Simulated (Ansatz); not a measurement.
The cluster SnO₄H₄, relaxed as a singlet with RKS B3LYP-D4/def2-SVP in Ansatz, starting from the GFN1-xTB geometry. Force threshold 0.02 eV/Å.

In the def2 sets Sn takes a core potential; there is no spin–orbit coupling. The structure holds 2 bonds between oxygen atoms, so isomers without such links may lie far lower. Another isomer (singlet) lies 1.87 eV lower at PBE0-D4/def2-TZVP; other spin states weren't run for this one.

Start:

Cartesian coordinates in Å:
```
Sn -0.802 -0.771 -0.345
O -1.956 2.131 0.882
O 1.508 -1.755 -0.400
O -1.608 0.806 0.535
O 1.439 -0.765 0.602
H -1.527 2.669 0.197
H 0.023 0.176 -1.682
H 1.727 -1.207 -1.174
H 1.196 -1.284 1.384
```

| step | energy (eV) | largest force component (eV/Å) | SCF passes |
| --- | --- | --- | --- |
| 1 | -14074.0679 | 1.339 | 29 |
| 2 | -14074.5103 | 0.622 | 39 |
| 3 | -14074.5968 | 1.857 | 38 |
| 4 | -14074.8074 | 0.886 | 38 |
| 5 | -14074.9014 | 0.504 | 31 |
| 6 | -14074.9585 | 1.029 | 32 |
| 7 | -14075.0030 | 0.297 | 32 |
| 8 | -14075.0190 | 0.270 | 32 |
| 9 (rejected) | -14075.0121 | 1.385 | 32 |
| 10 | -14075.0422 | 0.308 | 32 |
| 11 | -14075.0556 | 0.612 | 32 |
| 13 | -14075.0864 | 0.470 | 33 |
| 15 | -14075.1160 | 0.335 | 32 |
| 17 | -14075.1334 | 0.490 | 32 |
| 19 | -14075.1526 | 0.519 | 32 |
| 21 | -14075.1725 | 0.249 | 39 |
| 23 | -14075.1915 | 0.160 | 33 |
| 25 | -14075.2165 | 0.372 | 32 |
| 27 | -14075.2764 | 0.406 | 33 |
| 29 | -14075.3974 | 0.628 | 32 |
| 31 (rejected) | -14075.4078 | 0.747 | 38 |
| 33 | -14075.4647 | 0.201 | 32 |
| 35 | -14075.4699 | 0.049 | 34 |
| 37 | -14075.4701 | 0.022 | 27 |
| 38 | -14075.4702 | 0.005 | 26 |

Force components are those of the run's own axes.

End:

```xyz
9

Sn   -1.512   -1.221   -0.131
O    -0.458    1.531   -0.330
O     1.610   -0.046    0.355
O    -1.453    0.774    0.427
O     0.797   -1.178    0.757
H    -0.554    2.401    0.090
H    -0.685   -0.957   -1.703
H     0.907    0.610    0.096
H     1.348   -1.913    0.439
```

By distances, no bond broke or formed. The bond that changes most is Sn1–O4, from 1.98 to 2.07 Å (atoms count from 1). A close non-bonded pair moves further: O2–H8, from 5.38 to 1.70 Å.

No frequencies were taken in this run, so the end may be a saddle point.

Run time 60 s (4 threads of Arm Neoverse V1 on a shared host).
